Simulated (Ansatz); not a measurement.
Coupled-cluster run, C$_{2}$H$_{5}$NOSi, SMILES `O=C=NC[SiH3]`.

```yaml
crystal:
  periodic: [false, false, false]
  atoms:
    - {symbol: O, position_ang: [-1.838563, -2.568095, 0.807122]}
    - {symbol: C, position_ang: [-1.335359, -1.732640, 0.162914]}
    - {symbol: N, position_ang: [-0.931101, -0.870863, -0.560090]}
    - {symbol: C, position_ang: [0.254116, -0.114457, -0.833369]}
    - {symbol: Si, position_ang: [0.604502, 1.157697, 0.527890]}
    - {symbol: H, position_ang: [0.120196, 0.406990, -1.784233]}
    - {symbol: H, position_ang: [1.117492, -0.776980, -0.956814]}
    - {symbol: H, position_ang: [0.787487, 0.444357, 1.817892]}
    - {symbol: H, position_ang: [-0.538589, 2.097494, 0.637534]}
    - {symbol: H, position_ang: [1.842918, 1.905298, 0.183955]}
basis:
  gaussian: {orbitals: def2-TZVPP}
correlation: {method: ccsd_t}
output: {orbitals: {seedname: orbitals}}
```

```sh
$ ansatz run in.yaml --threads 4 --pin off --events-out ev --progress --plain --max-ram 10444MiB
```

The program prints (abridged):

```
Functional definition: HF
1412 factors; integrals over basis functions are off by at most 9.3e-4 eV
mean field evaluation 1: about -13519.9888 eV, gradient 3.7e1 eV
mean field evaluation 2: about -13520.3100 eV, gradient 3.7e1 eV
mean field evaluation 4: about -13523.4241 eV, gradient 4.3e0 eV
mean field evaluation 8: about -13523.4884 eV, gradient 4.2e-1 eV
mean field -13523.48908161 eV, -496.9790571991 hartree, gradient 5.2e-6 eV, S^2 0.000000; 0 other end points of the search recorded, 0 dependent functions left out
9 core orbitals not correlated: weight in the atoms' cores, before any rotation towards them, 1.000 or more for the frozen orbitals, at most 0.000 for the correlated occupied ones
reference -13523.48908161 eV, -496.9790571991 hartree; 14, 14 occupied and 213, 213 virtual orbitals, 1412 factors
second order -23.64733511 eV of doubles, -0.00000000 eV of singles
cycle   1  -23.46502365 eV  change    1.8e-1 eV  update   1.3e-1
cycle   2  -24.18347739 eV  change   -7.2e-1 eV  update   4.6e-2
cycle   3  -24.37423143 eV  change   -1.9e-1 eV  update   2.1e-2
cycle   4  -24.35746365 eV  change    1.7e-2 eV  update   4.9e-3
cycle   5  -24.35495236 eV  change    2.5e-3 eV  update   2.1e-3
cycle   6  -24.35595692 eV  change   -1.0e-3 eV  update   7.1e-4
cycle   7  -24.35554050 eV  change    4.2e-4 eV  update   2.2e-4
cycle   8  -24.35547225 eV  change    6.8e-5 eV  update   8.3e-5
cycle   9  -24.35551317 eV  change   -4.1e-5 eV  update   3.5e-5
cycle  10  -24.35550542 eV  change    7.8e-6 eV  update   1.5e-5
perturbative correction -1.12155460 eV, -0.0412163713 hartree
Total energy: -13548.96614163 eV, -497.9153218857 hartree
```

It took 98 s on 4 threads of an Arm Neoverse V2 on a shared host, with 4.4 GiB of host memory at the peak.

The correlation energy is -25.477 eV, 4.4 % of it from (T); the T1 diagnostic reads 0.0153.
